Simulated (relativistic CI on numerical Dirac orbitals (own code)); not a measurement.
# Cd4+: L2,3 absorption edge

Computed with this model: Dirac-Coulomb-Breit CI, orbitals from a KLI potential per configuration, model QED (radiative potential, 1s self-energy scaled to tabulated hydrogen-like ionisation energies), multiplet model of core-to-valence dipole absorption, unscaled Slater integrals; configurations [Kr] 4d8 → [He] 2s2 2p5 3s2 3p6 3d10 4s2 4p6 4d9; 300 K; Lorentzian 1.6 eV and Gaussian 0.5 eV FWHM. Energies are those of the free ion, without screening or charge transfer. The branching ratio is the share of the lower-energy edge in the whole absorption, uncertain by about 0.02 where the edges overlap. S is read from ⟨S²⟩ = S(S + 1).

Field parameters in Wybourne normalisation: D4h B²₀ = −7Ds, B⁴₀ = 21(Dq − Dt), B⁴₄ = 21√(5/14) Dq; Oh B⁴₀ = 21Dq, B⁴₄ = √(5/14) B⁴₀; Td as Oh with Dq negative (B⁴₀ = 21Dq, B⁴₄ = √(5/14) B⁴₀). The field is a parameter set, without covalency.

Peaks in eV (height, largest 100): 3535.2 (100), 3725.5 (33).

(1) Which surroundings give this spectrum?
A. D4h, 10Dq = 13050, Ds = 1920, Dt = 770 cm⁻¹
B. D4h, 10Dq = 15050, Ds = 2020, Dt = 700 cm⁻¹
C. free ion
D. D4h, 10Dq = 25250, Ds = 1770, Dt = -90 cm⁻¹

Answers

(1) D. D4h, 10Dq = 25250, Ds = 1770, Dt = -90 cm⁻¹, where the ground state has S = 1.00.
